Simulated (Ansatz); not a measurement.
Reaction (substitution at a C–Ge bond): `[NH2][GeH2][CH2][SiH3]` + HI → `[SiH3]CI` + `[NH2][GeH3]`

Calculated with Ansatz (gas phase, PBE0-D4/def2-TZVP geometries, no zero-point term in ΔE). CCSD(T)/CBS adds triple-zeta CCSD(T) − MP2 to the extrapolated MP2 energy (def2 sets, frozen cores). DFT in def2-TZVPP. B3LYP here is the variant with VWN-RPA as its local correlation; programs differ in this. Elements past krypton have def2 core potentials. For Ge, I outer-core shells are correlated without core-valence functions, which leaves a few kJ/mol of doubt a bond. Scalar relativity is left out up to krypton. One conformer a species, not always the lowest.

| level | ΔE (kJ/mol) | difference from CCSD(T)/CBS |
| --- | --- | --- |
| ωB97X-V | 46.4 | 3.5 |
| B2PLYP | 41.7 | -1.2 |
| PBE | 39.6 | -3.3 |
| B3LYP | 38.4 | -4.5 |
| MP2/def2-TZVPP | 47.7 | 4.8 |
| SCS-MP2/def2-TZVPP | 44.2 | 1.3 |
| MP2/def2-QZVPP | 43.7 | 0.8 |
| SCS-MP2/def2-QZVPP | 40.6 | -2.3 |
| HF/CBS(def2) | 39.2 | -3.7 |
| CCSD/CBS(def2) | 43.8 | 0.9 |
| CCSD(T)/CBS | 42.9 | 0 |

Largest T1 diagnostic among the species: 0.011.

From PBE to PBE0 (25 % exact exchange), in def2-TZVPP and without D4, ΔE moves by +3.9 kJ/mol. The D4 term adds +4.9 kJ/mol with B3LYP and +3.2 kJ/mol with PBE0; it sums over pairs of atoms, weighted by their polarisabilities, and B3LYP, whose exchange is more repulsive, gets the larger term.
